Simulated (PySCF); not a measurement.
Dipole moment and polarisability of `N#C[C@@H]1CO[C@@H](F)O1`

C4H4FNO2.
Structure used (GFN2-xTB), in Å, numbered top down from 1:
```
atom  x, y, z in Å
N1    -1.5043    0.2973    2.7201
C2    -0.9446    0.4687    1.7406
C3    -0.2556    0.6714    0.4778
C4    -0.8364   -0.2228   -0.6524
O5     0.1923   -1.1742   -0.8719
C6     1.3463   -0.5633   -0.4947
F7     1.8015    0.2375   -1.5369
O8     1.0997    0.2320    0.5858
H9    -0.2850    1.7380    0.2178
H10   -1.7384   -0.7612   -0.3592
H11   -1.0184    0.3604   -1.5609
H12    2.1440   -1.2844   -0.2923
```

Level: wB97X-D/def2-SVPD (PySCF), static field, nuclei fixed, core orbitals frozen in the response. The polarisability tensor in these axes (au):

```
x   57.92 -2.12 -9.11
y   -2.12 47.71  1.49
z   -9.11  1.49 62.20
```

Task: Diagonalise the tensor; give its mean and Δα, where Δα² is half the sum of the squared differences of the eigenvalues.

Result: Principal values 47.27, 50.86 and 69.70 au; mean 55.94 au = 8.29 Å³ = 9.22 × 10⁻⁴⁰ C²·m²/J; Δα = 20.87 au (37 % of the mean).

Task: What is the dipole moment, and where does it point?

Result: (-0.38, 0.47, -2.29) D, 2.37 D in size, pointing from the negative to the positive side. Measured along this direction, the outermost atoms are N1 at the negative end and H11 at the positive end.

Task: Find the Langevin capture rate constant for H3O+ (19.018 u) meeting this molecule (117.023 u), k = 2.342 × 10⁻⁹ cm³/s × √(α in Å³ / reduced mass in u).

Result: The reduced mass is 16.36 u, so k = 1.67 × 10⁻⁹ cm³/s. The formula leaves out the permanent dipole, which adds to the capture rate.

Task: Along which axes do the principal values lie, and how far do the nuclei extend along each?

Result: Largest value along (-0.62, 0.11, 0.78), where the nuclei span 5.36 Å; middle along (0.75, -0.21, 0.63), 3.51 Å; least along (0.23, 0.97, 0.04), 2.79 Å. The response follows the extents in order.

Task: What would n − 1 = 2πNα be for an ideal gas of these molecules at 350 K and 1 atm, electronic part alone?

Result: N = p/kT = 2.0968 × 10¹⁹ cm⁻³, so n − 1 = 2π × N × 8.29 × 10⁻²⁴ cm³ = 1092 × 10⁻⁶ at long wavelengths, for an ideal gas.

Geometry: GFN2-xTB, one conformer, isolated molecule.
